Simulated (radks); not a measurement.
V I, configuration [Ar] 3d3 4s2.

Method: scalar-relativistic Kohn-Sham, Slater X-alpha with alpha = 0.587, spin-polarised, spherical densities, finite nucleus; open shells are filled with parallel spins first; Fermi nuclear charge, rms radius 3.6002 fm; computed with a radial shooting solver on a logarithmic mesh with Libxc functionals.

Energy parts (hartree):
part                   energy
total              -940.33434
kinetic             949.82730
electron-nucleus  -2247.48081
Hartree             393.49781
exchange            -36.17864

Orbitals (lengths in bohr, moments of r in powers of bohr):
orbital	occ.	eigenvalue (hartree)	<r^4>	<r>
1s down	1	-195.7630	0.00009185	0.06666
1s up	1	-195.7629	0.00009186	0.06666
2s up	1	-21.82925	0.02278	0.3103
2s down	1	-21.79442	0.02266	0.3099
2p up	3	-18.20148	0.01811	0.2758
2p down	3	-18.17439	0.01798	0.2754
3s up	1	-2.49633	1.822	0.9557
3s down	1	-2.39805	1.830	0.9561
3p up	3	-1.55056	2.757	1.026
3p down	3	-1.45305	2.799	1.028
3d up	3	-0.15222	27.53	1.487
4s up	1	-0.14534	296.3	3.352
4s down	1	-0.11170	461.9	3.693
3d down	0	-0.06543	68.35	1.673

The highest occupied level is 4s down at -3.040 eV. Spin moment in Bohr magnetons: 3. The spin density at the nucleus is 0.2377 e/bohr^3 (1s -0.0097, 2s -0.8810, 3s 0.1391, 4s 0.9894). The electron density at the nucleus is 9853 e/bohr^3 (large components only). The density falls to 0.001 e/bohr^3 at r = 4.82 bohr.
